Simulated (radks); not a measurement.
Coulomb parameter of the 4f shell of the terbium ion Tb2+ in the model configuration [Xe] 4f8 6p1, as a second difference U = [E(n + 0.5) + E(n - 0.5) - 2 E(n)] / (0.5)^2 with all orbitals relaxed. "Bare": the charge of the atom changes with n. "Screened": the 6p shell takes up the change at fixed total charge, which measures U(4f,4f) + U(6p,6p) - 2 U(4f,6p). All-electron calculation, scalar-relativistic Kohn-Sham, PBE, spin-unpolarised, spherical densities, point nucleus. Program: a radial shooting solver on a logarithmic mesh with Libxc functionals.

| case | configuration | E - E(n) (eV) |
|---|---|---|
| start | [Xe] 4f8 6p1 | 0.000 |
| bare +0.5 | [Xe] 4f8.5 6p1 | -11.254 |
| bare -0.5 | [Xe] 4f7.5 6p1 | 15.675 |
| screened +0.5 | [Xe] 4f8.5 6p0.5 | -6.136 |
| screened -0.5 | [Xe] 4f7.5 6p1.5 | 8.303 |

U(bare) = 17.684 eV, U(screened by 6p) = 8.665 eV, against the Slater integral F0(4f,4f) = 30.573 eV with frozen orbitals.
